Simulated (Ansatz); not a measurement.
```json
{"atom": "Au", "x (Å)": "0.0000", "y (Å)": "0.0000", "z (Å)": "0.0000"}
{"atom": "Si", "x (Å)": "0.0000", "y (Å)": "0.0000", "z (Å)": "5.6810"}
```

Basis set: pcseg-2 on Si; def2-TZVPP on Au (spherical functions, with the set's core potentials past Kr). Some runs use density fitting. Charge 0, multiplicity 2.

Computed with Ansatz (development build ahead of 0.2.0); each method stands on the lowest determinant of its kind that the runs found. Restricted functionals stand beside restricted open-shell atoms, which can lie above the unrestricted atoms usual in DFT and then raise those values.

Q: Give the atomization energy at this shape (free ground-state atoms in the same class of orbitals less the molecule, no zero-point energy) of doublet AuSi by r²SCAN (unrestricted), r²SCAN (restricted open-shell).

A:

| method | atomization energy |
| --- | --- |
| r²SCAN (unrestricted) | 0.03 eV |
| r²SCAN (restricted open-shell) | -0.73 eV |

Caution: charge can spread falsely over distant fragments; the shape is not the minimum. Caution for r²SCAN (unrestricted): the unrestricted determinant is a mixture of spin states. Caution for r²SCAN (restricted open-shell): an unrestricted determinant lies well below.
